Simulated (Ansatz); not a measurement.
Basis sets compared for TaSeCl3. Total charge 0; singlet. Geometry r2SCAN-D4/def2-SVP. Ansatz on 4 threads of Arm Neoverse V2 on a shared host; times are rough, and most runs start from earlier orbitals.

```xyz
5

Ta   -0.0025    0.0340    0.0069
Se    0.1523   -2.1990   -0.4447
Cl    1.9713    1.0157   -0.6104
Cl   -0.3694    0.2728    2.2538
Cl   -1.7517    0.8765   -1.2057
```

In the def2 sets Ta takes a core potential; there is no spin–orbit coupling.

Binding counts from free atoms (Ta quartet, Se triplet, Cl doublet) in the same basis, without a counterpoise term.

```tsv
level	functions	energy (Eh)	HOMO (eV)	LUMO (eV)	binding per atom (eV)	wall time
PBE-D4/def2-SVP	118	-3837.8388	-6.75	-3.65	4.16	1.4 s
PBE-D4/def2-TZVP (with forces)	199	-3838.6218	-6.76	-3.72	4.16	2.7 s
r2SCAN-D4/def2-TZVP	199	-3839.4346	-7.06	-3.70	4.08	6 s
PBE0-D4/def2-SVP	118	-3837.9703	-7.91	-3.03	3.95	2.2 s
PBE0-D4/def2-TZVP	199	-3838.7520	-7.86	-3.04	3.98	4.3 s
```

Estimate the rows for PBE-D4/def2-TZVPD, r2SCAN-D4/def2-TZVPD, PBE0-D4/def2-TZVPD.


| level | functions | energy (Eh) | HOMO (eV) | LUMO (eV) | binding per atom (eV) | wall time |
| --- | --- | --- | --- | --- | --- | --- |
| PBE-D4/def2-TZVPD | 238 | -3838.6236 | -6.79 | -3.77 | 4.15 | 4.1 s |
| r2SCAN-D4/def2-TZVPD | 238 | -3839.4362 | -7.06 | -3.70 | 4.08 | 8.5 s |
| PBE0-D4/def2-TZVPD | 238 | -3838.7537 | -7.87 | -3.06 | 3.98 | 7 s |
